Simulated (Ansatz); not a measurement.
`FB1CO1` + H₂ → `B1CO1` + H–F at 700 K and 1 bar (hydrogenolysis of a B–F bond).

Gas-phase electronic energies from Ansatz, PBE0-D4/def2-TZVP geometries. CCSD(T)/CBS adds triple-zeta CCSD(T) − MP2 to the extrapolated MP2 energy (def2 sets, frozen cores). This one scheme is used for every species.

```tsv
species	CCSD(T)/CBS energy (Eh)	H − E (kJ/mol)	S (J/(mol·K))
`FB1CO1`	-239.05799	140.5	332.8
H₂	-1.17544	46.8	155.3
`B1CO1`	-139.80191	150.0	304.8
H–F	-100.39570	45.2	198.5
```

H − E and S are ideal-gas, rigid-rotor, harmonic terms from PBE0-D4/def2-TZVP. The MP2-based limit puts H₂ 0.8 mEh under its directly extrapolated value; such offsets cancel only in part. 1 Eh = 2625.50 kJ/mol, R = 8.31446 J/(mol·K).

Question: By hand: ΔE, ΔH, ΔS and ΔG.

Answer: ΔE = (-139.80191) + (-100.39570) − (-239.05799) − (-1.17544) = 0.03582 Eh = 94.0 kJ/mol. Δ(H − E) = 150.0 + 45.2 − 140.5 − 46.8 = 7.9, so ΔH = 101.9 kJ/mol. ΔS = 304.8 + 198.5 − 332.8 − 155.3 = 15.2 J/(mol·K). ΔG = 101.9 − 700 × (15.2)/1000 = 91.3 kJ/mol.

Question: By hand: the equilibrium constant, and the temperature at which ΔG would vanish if ΔH and ΔS stayed fixed.

Answer: log₁₀ K = −ΔG/(RT ln 10) = -6.8. ΔG = 0 at ΔH/ΔS = 6704 K, far beyond where these terms or the molecules hold.

ΔH outweighs TΔS. A doubt of 5 kJ/mol in ΔE shifts log₁₀ K by 0.4 here. These are equilibria of isolated gas molecules and say nothing of rates. Largest T1 diagnostic: 0.016 (customary marks: 0.02 for closed shells, 0.045 for open ones).
